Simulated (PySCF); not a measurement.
C2H4F, SMILES C[CH]F, multiplicity 2.

Coordinates come from a B3LYP-D3(BJ)/def2-TZVP optimisation. The isomer is the one that the SMILES or the coordinates give; other isomers of the formula were not compared.

These are PySCF with PBE/def2-TZVPD values and carry that method's errors.

The total energy is -178.26591 hartree and the α spin, highest occupied and lowest empty level is -4.40 and -0.13 eV. The β spin, highest occupied and lowest empty level comes out as -8.39 and -2.29 eV, the dipole moment comes out as 1.55 D and the quadrupole, principal values (traceless, Buckingham form, about the centre of nuclear charge) is -1.13, -0.86, 1.99 D·Å. The mean static polarisability comes out as 30.2 bohr³ (4.47 Å³) and the polarisability, principal values comes out as 26.9, 29.7, 34.0 bohr³. The ⟨S²⟩ is 0.753 (pure state 0.75).
